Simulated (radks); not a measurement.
Problem. The neon ion Ne6+, [He] 2s2. Calculated with a radial shooting solver on a logarithmic mesh with Libxc functionals: non-relativistic Kohn-Sham, r2SCAN, spin-polarised, spherical densities, point nucleus; meta-GGA in the generalised Kohn-Sham scheme. Every spin shell is full or empty, so the densities are truly spherical. Functionals are evaluated on that one density, not self-consistently. Rank these exchange functionals by their error against the exact value of the orbitals, and give that value: LDA, B88, PBEsol, RPBE, PW91, WC, SOGGA, G96, APBE, SCAN, r2SCAN, MS2, Tao-Mo, TASK, MVS.

Solution. Exact: -7.59071 hartree. From best to worst, with 100 (|E| - |E exact|)/|E exact| (equal figures are ties): G96 -0.12, B88 -0.16, SCAN -0.39, r2SCAN -0.47, MS2 +0.54, RPBE +0.55, APBE +0.59, PW91 -0.64, MVS -0.66, Tao-Mo +0.68, WC -2.98, TASK -3.08, PBEsol -5.22, SOGGA -5.36, LDA -12.64.
